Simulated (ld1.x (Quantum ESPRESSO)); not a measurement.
# An all-electron radial function and its pseudo partner (C (Z = 6))

Columns: radius, all-electron u(r) and pseudo u(r) of the 2s shell (level -19.25 eV) of carbon in the configuration [He] 2s2 2p1.5; PBEsol, non-relativistic, PAW scheme, ld1.x (Quantum ESPRESSO) 7.5.

```tsv
r (bohr)	all-electron	pseudo
0.093	0.3325	-0.0541
0.185	0.3378	-0.1125
0.278	0.2008	-0.1803
0.370	0.0155	-0.2579
0.463	-0.1760	-0.3462
0.555	-0.3479	-0.4401
0.648	-0.4953	-0.5363
0.740	-0.6127	-0.6263
0.833	-0.7031	-0.7055
0.925	-0.7667	-0.7668
1.018	-0.8083	-0.8083
1.110	-0.8303	-0.8303
1.203	-0.8367	-0.8367
1.295	-0.8304	-0.8304
1.388	-0.8139	-0.8139
1.480	-0.7901	-0.7901
1.573	-0.7603	-0.7603
1.665	-0.7269	-0.7269
1.758	-0.6905	-0.6905
1.850	-0.6529	-0.6529
1.943	-0.6142	-0.6142
2.035	-0.5760	-0.5760
2.128	-0.5379	-0.5379
2.220	-0.5012	-0.5012
2.313	-0.4654	-0.4654
2.405	-0.4315	-0.4315
```

How many radial nodes do the two functions have?

The all-electron 2s function has n − l − 1 = 1; the pseudo-wave has 0, since the states of the same l below it are removed with the core.

At about which radius was the pseudo-wave matched?

0.95 bohr, where the columns begin to agree (steps of 0.09 bohr).

Is the pseudo-wave norm-conserving?

No, it belongs to a PAW set: the norm inside the radius is not constrained, and the difference is carried by the augmentation charge.
